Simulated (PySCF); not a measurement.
H₅NSi, SMILES N[SiH3]. Atoms are numbered in the order given.

```xyz
7

Si    -0.5756    -0.0027     0.0000
N      1.1463     0.0581     0.0000
H     -1.0586     0.6901     1.2196
H     -1.0586     0.6901    -1.2196
H     -1.1700    -1.3700     0.0000
H      1.6607    -0.1896     0.8302
H      1.6607    -0.1896    -0.8302
```
Charge 0, spin multiplicity 1.

Coordinates come from a ωB97X-D3(BJ)/def2-TZVP optimisation.

Level of theory: KT2/pcSseg-2 (PySCF).

GIAO shieldings, no solvent; atoms alike by connectivity are averaged. δ = σ(ref) − σ: ²⁹Si against TMS (σ = 351.7 ppm); ¹⁵N against NH3 (σ = 261.9 ppm); ¹H against TMS (σ = 31.47 ppm), references at their B3LYP-D3(BJ)/def2-TZVP geometries, non-relativistic.

Computed chemical shifts:
| nucleus | atoms | count | δ (ppm) |
|---|---|---|---|
| ²⁹Si | Si1 | 1 | -55.3 |
| ¹⁵N | N2 | 1 | -1.8 |
| ¹H | H3, H4, H5 | 3 | 5.06 |
| ¹H | H6, H7 | 2 | -0.21 |
